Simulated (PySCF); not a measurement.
**Steps of a relaxation of Pm2O3**

Pm2O3 (singlet in the valence; each metal's 4f electrons, 4 of them, lie in its core potential, out of spins and levels; a saddle point, relaxed within its symmetry). PySCF 2.14.0, RKS BP86, Pm lcecp-1-SVP with ECP50, O def2-SVP; non-relativistic Hamiltonian with scalar-relativistic core potentials where named; density fitting; no spin-orbit coupling. Origin of the start: template. Columns: position (Å) and force (eV/Å). Energies are counted from the last step; some of the 7 steps are shown. Forces carry noise of the integration grid, about 0.01 to 0.03 eV/Å.

Run from Python with OMP_NUM_THREADS=2. Where DIIS fails, smearing, a level shift and second-order steps follow.
It took 72 s on 2 threads of Arm Neoverse V2, with other jobs on the host, from the converged density of the start.

```xyz
5
step 0  E = 0.503 eV
Pm    0.0000    0.0000    2.1586     0.00    0.00   -0.23
Pm    0.0000    0.0000   -2.1586     0.00    0.00    0.23
O     0.0000    0.0000    0.0000     0.00    0.00    0.00
O     0.0000    0.0000    4.0160     0.00    0.00    2.77
O     0.0000    0.0000   -4.0160     0.00    0.00   -2.77
```

```xyz
5
step 2  E = 0.022 eV
Pm    0.0000    0.0000    2.2567     0.00    0.00    0.67
Pm    0.0000    0.0000   -2.2567     0.00    0.00   -0.67
O     0.0000    0.0000    0.0000     0.00    0.00    0.00
O     0.0000    0.0000    4.1921     0.00    0.00   -0.16
O     0.0000    0.0000   -4.1921     0.00    0.00    0.16
```

```xyz
5
step 4  E = 0.000 eV
Pm    0.0000    0.0000    2.2964     0.00    0.00    0.09
Pm    0.0000    0.0000   -2.2964     0.00    0.00   -0.09
O     0.0000    0.0000    0.0000     0.00    0.00    0.00
O     0.0000    0.0000    4.2244     0.00    0.00   -0.08
O     0.0000    0.0000   -4.2244     0.00    0.00    0.08
```

Question: Where does the relaxation end?

Answer: It converges at step 6 in D∞h:
```xyz
5
step 6  E = 0
Pm    0.0000    0.0000    2.2978
Pm    0.0000    0.0000   -2.2978
O     0.0000    0.0000    0.0000
O     0.0000    0.0000    4.2229
O     0.0000    0.0000   -4.2229
```

Question: How did the contacts change?

Answer: 
```
   contact  start (Å)  end (Å)
Pm1–O3 (O)      2.159    2.298
Pm1–O4 (O)      1.857    1.925
Pm2–O5 (O)      1.857    1.925
```


An lcecp potential fixes the number of 4f electrons, so in runs with it no electron can move into or out of that shell.
